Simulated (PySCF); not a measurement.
**Nuclear quadrupole coupling in `CC#C/C=C/[SiH2]SCC`**

Species: C₇H₁₂SSi.
Cartesian coordinates in Å at the GFN2-xTB level; atoms count from 1:
```
atom  x, y, z in Å
C1     5.5577    0.3170    0.2434
C2     4.1188    0.1988    0.2027
C3     2.9190    0.0954    0.1707
C4     1.5178   -0.0174    0.1402
C5     0.7474    0.5173   -0.8142
Si6   -1.1118    0.3759   -0.8718
S7    -1.7198   -0.7296    0.8713
C8    -3.4712   -0.2346    1.0234
C9    -4.3401   -0.7947   -0.0843
H10    6.0139   -0.5591   -0.2188
H11    5.8772    1.2074   -0.2982
H12    5.8998    0.3862    1.2762
H13    1.0699   -0.5749    0.9550
H14    1.2245    1.0649   -1.6176
H15   -1.7839    1.6741   -0.7861
H16   -1.5566   -0.3371   -2.0719
H17   -3.7838   -0.6232    1.9921
H18   -3.5091    0.8543    1.0490
H19   -4.2442   -1.8774   -0.1260
H20   -5.3829   -0.5437    0.1033
H21   -4.0516   -0.3828   -1.0494
```

Field gradients from the PBE0/pcSseg-1 density (PySCF, non-relativistic), principal values in atomic units, ordered |Vxx| ≤ |Vyy| ≤ |Vzz|:

```json
{"atom": "S7", "Vxx": "0.1774", "Vyy": "2.0861", "Vzz": "-2.2635"}
```

Problem. Find the asymmetry η = (Vxx − Vyy)/Vzz and the couplings χ = eQV/h (234.96 MHz × Q in barn × V in au), with Q(33S) = −0.0678 b.

Solution. 
```csv
atom,environment,nucleus,η,χzz (MHz),χxx (MHz),χyy (MHz)
S7,sulfur bonded to C and Si,33S,0.84,36.06,-2.83,-33.23
```

The tensor is traceless: Vxx + Vyy + Vzz = 0.

Problem. What is Vzz at S7 in SI units (1 au = 9.71736 × 10²¹ V/m²)?

Solution. -2.2635 au = -21.995 × 10²¹ V/m².

Problem. What couplings would deuterons (Q(2H) = 0.00286 b) have in place of the hydrogens, at this geometry?

Solution. 
```json
{"atom": "H10", "bonded to": "C1", "bond length (Å)": "1.090", "Vzz (au)": "0.3074", "η": "0.02", "χzz (kHz)": "207"}
{"atom": "H11", "bonded to": "C1", "bond length (Å)": "1.090", "Vzz (au)": "0.3077", "η": "0.02", "χzz (kHz)": "207"}
{"atom": "H12", "bonded to": "C1", "bond length (Å)": "1.090", "Vzz (au)": "0.3075", "η": "0.02", "χzz (kHz)": "207"}
{"atom": "H13", "bonded to": "C4", "bond length (Å)": "1.084", "Vzz (au)": "0.3126", "η": "0.07", "χzz (kHz)": "210"}
{"atom": "H14", "bonded to": "C5", "bond length (Å)": "1.083", "Vzz (au)": "0.3254", "η": "0.05", "χzz (kHz)": "219"}
{"atom": "H15", "bonded to": "Si6", "bond length (Å)": "1.464", "Vzz (au)": "0.1613", "η": "0.03", "χzz (kHz)": "108"}
{"atom": "H16", "bonded to": "Si6", "bond length (Å)": "1.465", "Vzz (au)": "0.1603", "η": "0.02", "χzz (kHz)": "108"}
{"atom": "H17", "bonded to": "C8", "bond length (Å)": "1.090", "Vzz (au)": "0.3055", "η": "0.04", "χzz (kHz)": "205"}
{"atom": "H18", "bonded to": "C8", "bond length (Å)": "1.090", "Vzz (au)": "0.3043", "η": "0.03", "χzz (kHz)": "204"}
{"atom": "H19", "bonded to": "C9", "bond length (Å)": "1.088", "Vzz (au)": "0.3120", "η": "0.03", "χzz (kHz)": "210"}
{"atom": "H20", "bonded to": "C9", "bond length (Å)": "1.089", "Vzz (au)": "0.3132", "η": "0.02", "χzz (kHz)": "210"}
{"atom": "H21", "bonded to": "C9", "bond length (Å)": "1.088", "Vzz (au)": "0.3123", "η": "0.04", "χzz (kHz)": "210"}
```

Isolated species at its GFN2-xTB geometry (one conformer only). GFN2-xTB bond lengths can be off by several hundredths of an ångström, more for odd bonds, and the gradients follow them. A larger basis could move these couplings by a tenth or more.

The run behind these numbers computed NMR shieldings as well. Hardware: Arm Neoverse N1, one thread, shared host with 64 logical CPUs at a one-minute load of 56. Cost: 78 s of wall time, 0.96 GiB resident at most.
